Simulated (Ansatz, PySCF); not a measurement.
Breaking a bond: SeH (cation, charge +1), lowest triplet found (which spin is the ground state isn't settled by this scan).

Levels of theory: UKS-B3LYP/LANL2DZ = PySCF with unrestricted B3LYP/LANL2DZ, with its core potentials past Ne; FCI = full CI/cc-pVTZ, cores with 3d frozen run with Ansatz (a quantum-chemistry and plane-wave program); UCCSD(T) = CCSD(T) on UHF/cc-pVTZ, cores with 3d frozen (Ansatz).

Total energies in hartree (comparable only within one method and basis):

```tsv
R / Å	UKS-B3LYP/LANL2DZ	FCI	UCCSD(T)
1.09	-9.29523	-2400.14100	-2400.14078
1.17	-9.35097	-2400.19662	-2400.19638
1.25	-9.38650	-2400.23119	-2400.23093
1.32	-9.40576	-2400.24928	-2400.24899
1.36	-9.41303	-2400.25581	-2400.25551
1.44	-9.42143	-2400.26268	-2400.26234
1.47	-9.42290	-2400.26357	-2400.26322
1.54	-9.42364	-2400.26300	-2400.26261
1.57	-9.42303	-2400.26184	-2400.26143
1.63	-9.42054	-2400.25826	-2400.25782
1.70	-9.41600	-2400.25254	-2400.25205
1.79	-9.40850	-2400.24365	-2400.24307
1.92	-9.39598	-2400.22943	-2400.22861
2.03	-9.38505	-2400.21732	-2400.21615
2.22	-9.36794	-2400.19817	-2400.19624
2.40	-9.35542	-2400.18332	-2400.18069
2.68	-9.34243	-2400.16726	-2400.16446
3.00	-9.33348	-2400.15749	-2400.15579
3.32	-9.32800	-2400.15286	-2400.15240
3.79	-9.32367	-2400.15046	-2400.15065
4.40	-9.32177	-2400.14962	-2400.14999
5.14	-9.32197	-2400.14937	-2400.14977
```

The unrestricted determinant behind UKS-B3LYP/LANL2DZ is spin-contaminated at 2.22 to 5.14 Å (<S²> up to 2.8, against 2.00 for a pure triplet). The unrestricted determinant behind UCCSD(T) is spin-contaminated at 1.92 to 5.14 Å (<S²> up to 3.0, against 2.00 for a pure triplet).
